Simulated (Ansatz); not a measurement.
Start from `F[Si](F)(Cl)I` and change one atom or group to get `F[Si](F)(Cl)[SiH2]Cl`.

Ansatz, PBE0-D4/def2-TZVP geometries, multiplicity 1. Each molecule was computed in one conformer, which needn't be the lowest.

Elements past krypton have def2 core potentials.

| property | `F[Si](F)(Cl)I` |
| --- | --- |
| LUMO energy (B3LYP/def2-TZVPP) / eV | -1.24 |
| size of the dipole moment (B3LYP/def2-TZVPP) / D | 1.06 |
| HOMO energy (B3LYP/def2-TZVPP) / eV | -8.18 |
| size of the dipole moment (PBE/def2-TZVPP) / D | 0.99 |
| HOMO energy (PBE0/def2-TZVPP) / eV | -8.45 |
| HOMO–LUMO gap (ωB97M-V/def2-TZVPP) / eV | 11.55 |

**Question.** What does the change do to each property? (Best estimate.)

**Answer.** Computed: 
| property | `F[Si](F)(Cl)[SiH2]Cl` | shift |
| --- | --- | --- |
| LUMO energy (B3LYP/def2-TZVPP) / eV | -1.32 | -0.08 |
| size of the dipole moment (B3LYP/def2-TZVPP) / D | 1.52 | 0.46 |
| HOMO energy (B3LYP/def2-TZVPP) / eV | -8.58 | -0.40 |
| size of the dipole moment (PBE/def2-TZVPP) / D | 1.40 | 0.41 |
| HOMO energy (PBE0/def2-TZVPP) / eV | -8.80 | -0.35 |
| HOMO–LUMO gap (ωB97M-V/def2-TZVPP) / eV | 11.55 | 0.00 |

With PBE0 the HOMO falls by 0.35 eV and the LUMO falls by 0.17 eV, so the gap widens by about 0.18 eV. PBE moves the HOMO by -0.26 eV and ωB97M-V by -0.28 eV. The zero-point energy changes by 48.2 kJ/mol with +9 modes. Dipoles are sizes alone; their direction can turn.

B3LYP here is the variant with VWN-RPA as its local correlation; programs differ in this.

Spin–orbit coupling is left out; it splits and shifts lone-pair levels of the heavy atoms by tenths of an eV.
